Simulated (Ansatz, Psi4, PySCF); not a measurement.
C₆H₁₄Se (SMILES CC[Se]C(C)(C)C), singlet, at a GFN2-xTB geometry, atoms displaced at random by about 0.03 Å a coordinate. Base run: R2SCAN/STO-3G, gradient (PySCF).

PySCF was given this input:
```python
from pyscf import gto, scf, dft

mol = gto.M(
    atom='''
Se    0.29715730    0.56677143    0.54847715
C    -1.40630464    1.21333267   -0.32512826
C    -1.92427156    2.38905892    0.53718778
H    -2.11818838    0.39207567   -0.31752928
H    -1.18955710    1.51501123   -1.35023995
H    -1.24598615    3.23534379    0.53149964
H    -2.17817288    2.17800764    1.54194789
H    -2.88103703    2.76408547    0.06549719
C     0.54425012   -1.15687944   -0.42210451
C    -0.64986290   -2.17193408   -0.03215167
C     0.50417276   -0.94822063   -1.94188876
C     1.93842039   -1.65324427    0.00940808
H    -0.39600913   -3.16539517   -0.45514853
H    -1.52225299   -1.82940324   -0.23757410
H    -0.53622094   -2.31355133    1.06862308
H    -0.47117837   -0.64626476   -2.23998405
H     1.30765332   -0.24317894   -2.21201950
H     0.71617184   -1.88202283   -2.47384574
H     2.71428375   -0.97386698   -0.28628217
H     1.99418229   -1.76921026    1.06449863
H     2.17727222   -2.63711977   -0.46338864
''',
    basis='sto-3g',
    verbose=3,
)

mf = dft.RKS(mol)
mf.xc = 'r2scan'
mf.kernel()
g = mf.nuc_grad_method()
grad = g.kernel()
```

Programs used: Ansatz (a quantum-chemistry and plane-wave program), Psi4, PySCF; a row that names a program was run with it.

The coordinate followed is x of atom 13.

Variants of this job, named by their change:

| change | dE/dx (Eh/bohr) | net force (Eh/bohr) |
|---|---|---|
| base | 0.012603 | 0.000602 |
| grids.level = 1; grid_response = off | 0.012608 | 0.006596 |
| finite difference step (bohr) = 0.05; conv_tol = 1e-11 | 0.012626 | - |
| finite difference step (bohr) = 1e-3; conv_tol = 1e-11 | 0.012599 | - |
| grids.level = 0; grid_response = off | 0.012525 | 0.022384 |
| code = ansatz | 0.012602 | 0.000000 |
| code = psi4 | 0.012596 | 0.000995 |
| grids.level = 5; grid_response = on | 0.012601 | 0.000000 |
| finite difference step (bohr) = 1e-4; conv_tol = 1e-11 | 0.012599 | - |
| grids.level = 5; grid_response = off | 0.012601 | 0.000057 |
| grid_response = on | 0.012599 | 0.000000 |
| conv_tol = 1e-4 | 0.012539 | 0.000579 |

The net force is zero for an exact gradient.
